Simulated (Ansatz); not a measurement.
PtSe₂, relaxed as a quintet with UKS PBE0-D4/def2-TZVP in Ansatz, starting from the PBE0-D4/def2-TZVP geometry of the neutral singlet. Force threshold 0.02 eV/Å.

In the def2 sets Pt takes a core potential; there is no spin–orbit coupling. The relaxation made no stability test and no search for a lower SCF solution. At PBE0-D4/def2-TZVP a singlet of charge 0 lies 0.42 eV below the quintet, each at its own geometry. That singlet is doubtful there (restricted singlet, unstable towards broken spin symmetry). The structure comes from a short search, and lower isomers may exist.

Start:

Cartesian coordinates in Å:
```
Pt 0.005 0.000 0.003
Se 0.644 -1.537 -1.414
Se -0.650 1.538 1.412
```

Estimate the energy that the relaxation releases and the steps that it takes.

25.1 kcal/mol, in 6 steps; 24 s on 4 threads of Arm Neoverse V2 on a shared host. No frequencies were taken in this run, so the end may be a saddle point.

Does the start keep its bonding and symmetry?

By distances, no bond broke or formed. The bond that changes most is Pt1–Se3, from 2.19 to 2.28 Å (atoms count from 1). Point group D∞h at the start, C2v at the end, both within 0.05 Å.

Predict the relaxed structure.


Cartesian coordinates in Å:
```
Pt 0.563 -0.014 0.273
Se 0.335 -1.458 -1.483
Se -0.898 1.472 1.210
```
Bond lengths: 2 × Pt–Se 2.28 Å.
